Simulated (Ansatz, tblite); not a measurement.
Isomers of Sn₅S₅ (singlet), found by a short tight-binding search and relaxed with PBE0-D4/def2-SVP in Ansatz.

In the def2 sets Sn takes a core potential; there is no spin–orbit coupling. The xTB rows come from tblite.

Other spin states weren't relaxed.

A:

```xyz
10

Sn   -0.8949    0.2060    2.3855
Sn    1.0598   -2.4439    1.0406
Sn   -0.9062   -1.2912   -1.8874
Sn    2.2459    0.5158   -0.8578
Sn   -1.4519    3.0235   -0.8774
S    -1.4179   -1.6653    0.6143
S     1.5978   -1.9530   -1.4664
S    -1.7940    2.3497    1.3870
S    -0.0495    1.1911   -1.9415
S     1.6109    0.0673    1.6030
```

B:

Cartesian coordinates in Å:
```
Sn -1.7850 -1.7200 1.0076
Sn 0.1843 2.3691 1.2804
Sn -1.5936 0.3507 -1.1027
Sn 1.6434 -1.0092 -1.8863
Sn 1.6862 -0.9957 1.8417
S -0.3462 -0.0794 -3.1005
S -0.6444 0.0792 2.4429
S 0.4696 -2.4858 0.0408
S -1.5211 2.6753 -0.5337
S 1.9069 0.8157 0.0098
```

**Question.** Estimate which lies lowest at each level, and how far above it the others are (eV).

**Answer.** 
| level | A | B |
| --- | --- | --- |
| GFN1-xTB | 0.00 | 0.60 |
| GFN2-xTB | 0.00 | 0.85 |
| PBE-D4/def2-TZVP | 0.00 | 0.40 |
| r2SCAN-D4/def2-TZVP | 0.00 | 0.39 |
| PBE0-D4/def2-TZVP | 0.00 | 0.37 |
Point groups (tolerance 0.1 Å): A Cs, B Cs. Lower isomers may exist.
